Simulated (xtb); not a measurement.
C2H5O (SMILES [CH2]CO), doublet, at a GFN2-xTB geometry; GFN0-xTB (xtb).

Here is a job for xtb.
```
$ xtb mol.xyz --gfn 0 --uhf 1 --opt --json

# file mol.xyz
8

C      1.15137558    -0.54678548     0.07260233
C      0.09202467     0.46500352     0.17816257
O     -1.13368056    -0.05970874    -0.27413176
H     -1.81767180     0.61315053    -0.19934148
H     -0.00181551     0.81115250     1.22869683
H      0.36509868     1.36623760    -0.40959167
H      2.14839555    -0.30505774     0.37779903
H      0.91503609    -1.51712129    -0.30909800
```

What does xtb print? Leave out banner, timings and long lists.


```
   ID    Z sym.   atoms
    1    6 C      1, 2
    2    8 O      3
    3    1 H      4-8

           -------------------------------------------------
          |                Calculation Setup                |
           -------------------------------------------------

           -------------------------------------------------
          |                 G F N 0 - x T B                 |
           -------------------------------------------------

          ...................................................
          :                      SETUP                      :
          :.................................................:
          :  # basis functions                  22          :
          :  # atomic orbitals                  22          :
          :  # shells                           16          :
          :  # electrons                        19          :
          :  electronic temp.          300.0000000     K    :
          :  accuracy                    1.0000000          :
          :  -> integral cutoff          0.2500000E+02      :
          :  -> integral neglect         0.1000000E-07      :
          ...................................................

         :::::::::::::::::::::::::::::::::::::::::::::::::::::
         ::                     SUMMARY                     ::
         :::::::::::::::::::::::::::::::::::::::::::::::::::::
         :: total energy             -10.191620605540 Eh    ::
         :: gradient norm              0.012735439503 Eh/a0 ::
         :: HOMO-LUMO gap              5.145713951888 eV    ::
         ::.................................................::
         :: H0 energy                -10.259277001428 Eh    ::
         :: repulsion energy           0.119996465620 Eh    ::
         :: electrostat energy        -0.038608027733 Eh    ::
         :: -> Gsolv                   0.000000000000 Eh    ::
         ::    -> Gsasa                0.000000000000 Eh    ::
         ::    -> Gshift               0.000000000000 Eh    ::
         :: dispersion energy         -0.001146882644 Eh    ::
         :: short-range corr.         -0.012585159354 Eh    ::
         :: add. restraining           0.000000000000 Eh    ::
         :: total charge              -0.000000000000 e     ::
         :::::::::::::::::::::::::::::::::::::::::::::::::::::

      -----------------------------------------------------------
     |                   =====================                   |
     |                        A N C O P T                        |
     |                   =====================                   |
     |               Approximate Normal Coordinate               |
     |                Rational Function Optimizer                |
      -----------------------------------------------------------
      -----------------------------------------------------------
     |                   =====================                   |
     |                        A N C O P T                        |
     |                   =====================                   |
     |               Approximate Normal Coordinate               |
     |                Rational Function Optimizer                |
      -----------------------------------------------------------

          ...................................................
          :                      SETUP                      :
          :.................................................:
          :   optimization level            normal          :
          :   max. optcycles                   200          :
          :   ANC micro-cycles                  20          :
          :   degrees of freedom                18          :
          :.................................................:
          :   RF solver                   davidson          :
          :   write xtbopt.log                true          :
          :   linear?                        false          :
          :   energy convergence         0.5000000E-05 Eh   :
          :   grad. convergence          0.1000000E-02 Eh/α :
          :   maxmium RF displ.          1.0000000          :
          :   Hlow (freq-cutoff)         0.1000000E-01      :
          :   Hmax (freq-cutoff)         5.0000000          :
          :   S6 in model hess.         20.0000000          :
          ...................................................

generating ANC from exact Hessian ...
Using Lindh-Hessian (1995)
 Shifting diagonal of input Hessian by    0.0000000000000000
 Lowest  eigenvalues of input Hessian
    0.000000    0.000000    0.000000    0.000000    0.000000    0.000000
    0.014877    0.025506    0.031094    0.042613    0.071194    0.089064
    0.111779    0.115000    0.144083    0.160414    0.260615    0.430678
 Highest eigenvalues
    0.706528    1.020642    1.172519    1.297539    1.406361    1.547279

........................................................................
.............................. CYCLE    1 ..............................
........................................................................
 * total energy  :   -10.1916206 Eh     change        0.0000000E+00 Eh
   gradient norm :     0.0127354 Eh/α   predicted     0.0000000E+00 (   0.00%)
   displ. norm   :     0.0536945 α      lambda       -0.3560295E-03
   maximum displ.:     0.0422932 α      in ANC's #3, #13, #6, ...

........................................................................
.............................. CYCLE    2 ..............................
........................................................................
 * total energy  :   -10.1918418 Eh     change       -0.2212125E-03 Eh
   gradient norm :     0.0034472 Eh/α   predicted    -0.1785270E-03 ( -19.30%)
   displ. norm   :     0.0257868 α      lambda       -0.4076958E-04
   maximum displ.:     0.0238910 α      in ANC's #3, #11, #13, ...

........................................................................
[...]
 * total energy  :   -10.1918649 Eh     change       -0.2313078E-04 Eh
 * total energy  :   -10.1918677 Eh     change       -0.2739339E-05 Eh
   *** GEOMETRY OPTIMIZATION CONVERGED AFTER 4 ITERATIONS ***
[...]
          :                      SETUP                      :
          :.................................................:
          :  # basis functions                  22          :
          :  # atomic orbitals                  22          :
          :  # shells                           16          :
          :  # electrons                        19          :
          :  electronic temp.          300.0000000     K    :
          :  accuracy                    1.0000000          :
          :  -> integral cutoff          0.2500000E+02      :
          :  -> integral neglect         0.1000000E-07      :
          ...................................................

         :::::::::::::::::::::::::::::::::::::::::::::::::::::
         ::                     SUMMARY                     ::
         :::::::::::::::::::::::::::::::::::::::::::::::::::::
         :: total energy             -10.191867688188 Eh    ::
         :: gradient norm              0.000499765742 Eh/a0 ::
         :: HOMO-LUMO gap              5.150289058966 eV    ::
         ::.................................................::
         :: H0 energy                -10.260922236282 Eh    ::
         :: repulsion energy           0.121215791574 Eh    ::
         :: electrostat energy        -0.038445069152 Eh    ::
         :: -> Gsolv                   0.000000000000 Eh    ::
         ::    -> Gsasa                0.000000000000 Eh    ::
         ::    -> Gshift               0.000000000000 Eh    ::
         :: dispersion energy         -0.001147694760 Eh    ::
         :: short-range corr.         -0.012568479569 Eh    ::
         :: add. restraining           0.000000000000 Eh    ::
         :: total charge               0.000000000000 e     ::
         :::::::::::::::::::::::::::::::::::::::::::::::::::::

           -------------------------------------------------
          |                Property Printout                |
           -------------------------------------------------

    * Orbital Energies and Occupations

         #    Occupation            Energy/Eh            Energy/eV
      -------------------------------------------------------------
         1        2.0000           -0.6929777             -18.8569
         2        2.0000           -0.6307599             -17.1638
         3        2.0000           -0.6023849             -16.3917
         4        2.0000           -0.5676785             -15.4473
         5        2.0000           -0.5438957             -14.8002
         6        2.0000           -0.5237017             -14.2506
         7        2.0000           -0.5063006             -13.7771
         8        2.0000           -0.4670902             -12.7102
         9        2.0000           -0.4172821             -11.3548
        10        1.0000           -0.3567798              -9.7085 (HOMO)
        11                         -0.1675102              -4.5582 (LUMO)
        12                         -0.1465076              -3.9867
        13                         -0.1141984              -3.1075
        14                         -0.0889936              -2.4216
        15                         -0.0861100              -2.3432
        16                         -0.0105569              -0.2873
        17                          0.1172348               3.1901
        18                          0.2408732               6.5545
        19                          0.2417521               6.5784
        20                          0.2693302               7.3288
        21                          0.2903069               7.8997
        22                          0.4217582              11.4766
      -------------------------------------------------------------
                  HL-Gap            0.1892696 Eh            5.1503 eV
             Fermi-level            0.0000000 Eh            0.0000 eV

     #   Z          covCN         q      C6AA      α(0)
     1   6 C        2.833    -0.417    42.579    10.659
     2   6 C        3.675     0.243    19.053     6.325
     3   8 O        1.657    -0.553    23.883     6.611
     4   1 H        0.805     0.286     0.765     1.374
     5   1 H        0.923     0.034     2.533     2.489
     6   1 H        0.923     0.034     2.533     2.489
     7   1 H        0.926     0.161     1.319     1.796
     8   1 H        0.926     0.212     1.038     1.593

 Mol. C6AA /au·bohr⁶  :        481.398148
 Mol. C8AA /au·bohr⁸  :      10381.997099
 Mol. α(0) /au        :         33.336503

Wiberg/Mayer (AO) data.
largest (>0.10) Wiberg bond orders for each atom

 ---------------------------------------------------------------------------
     #   Z sym  total        # sym  WBO       # sym  WBO       # sym  WBO
 ---------------------------------------------------------------------------
     1   6 C    3.214 --     2 C    1.102     7 H    0.986     8 H    0.983
     2   6 C    3.957 --     1 C    1.102     3 O    0.998     6 H    0.932
                             5 H    0.932
     3   8 O    2.064 --     2 C    0.998     4 H    0.985
     4   1 H    0.985 --     3 O    0.985
     5   1 H    0.999 --     2 C    0.932
     6   1 H    0.999 --     2 C    0.932
     7   1 H    0.987 --     1 C    0.986
     8   1 H    0.992 --     1 C    0.983
 ---------------------------------------------------------------------------

Topologies differ in total number of bonds
Writing topology from bond orders to xtbtopo.mol

 dipole moment from electron density (au)
     X       Y       Z
  -0.2274   0.7831   0.2144  total (Debye):    2.143

optimized geometry written to: xtbopt.xyz

           -------------------------------------------------
          | TOTAL ENERGY              -10.191867688188 Eh   |
          | GRADIENT NORM               0.000499765742 Eh/α |
          | HOMO-LUMO GAP               5.150289058966 eV   |
           -------------------------------------------------

normal termination of xtb
```
